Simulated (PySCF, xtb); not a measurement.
Cd(Cl)(NH2) (CdClH2N), SMILES [Cl][Cd][NH2].

GFN2-xTB (xtb) at its own geometry gives an orbital gap of 2.97 eV and a dipole moment of 4.58 D.

Geometry: B3LYP-D3(BJ)/def2-TZVP. The def2 effective core potentials stand for the cores of Cd; spin–orbit coupling is left out. One conformer was computed; it need not be the lowest.

Problem. What does PBE0/def2-TZVPD (PySCF) give? (The exact figures need the calculation; the answer reports its results.)

Solution. gap 5.94 eV (levels -7.48 and -1.54 eV), dipole 2.63 D.
